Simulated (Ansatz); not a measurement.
One change: `[CH3][AlH][TeH]` becomes `[CH3][AlH][SiH3]`.

Ansatz, PBE0-D4/def2-TZVP geometries, multiplicity 1. 

Elements past krypton have def2 core potentials.

```tsv
property	`[CH3][AlH][TeH]`
HOMO–LUMO gap (PBE0/def2-TZVPP) / eV	5.50
size of the dipole moment (PBE/def2-TZVPP) / D	0.99
HOMO energy (PBE/def2-TZVPP) / eV	-5.72
HOMO energy (PBE0/def2-TZVPP) / eV	-6.69
LUMO energy (B3LYP/def2-TZVPP) / eV	-1.37
HOMO–LUMO gap (B3LYP/def2-TZVPP) / eV	5.10
```

(1) What does the change do to each property? (An estimate is asked.)

## Answers

(1) Ansatz gave: 
| property | `[CH3][AlH][SiH3]` | shift |
| --- | --- | --- |
| HOMO–LUMO gap (PBE0/def2-TZVPP) / eV | 5.61 | 0.11 |
| size of the dipole moment (PBE/def2-TZVPP) / D | 1.05 | 0.06 |
| HOMO energy (PBE/def2-TZVPP) / eV | -6.27 | -0.55 |
| HOMO energy (PBE0/def2-TZVPP) / eV | -7.35 | -0.66 |
| LUMO energy (B3LYP/def2-TZVPP) / eV | -1.93 | -0.56 |
| HOMO–LUMO gap (B3LYP/def2-TZVPP) / eV | 5.23 | 0.13 |

With PBE0 the HOMO falls by 0.66 eV and the LUMO falls by 0.54 eV, so the gap widens by about 0.12 eV. PBE moves the HOMO by -0.55 eV and ωB97M-V by -0.63 eV. Dipoles are sizes alone; their direction can turn.

B3LYP here is the variant with VWN-RPA as its local correlation; programs differ in this.

Spin–orbit coupling is left out; it splits and shifts lone-pair levels of the heavy atoms by tenths of an eV.
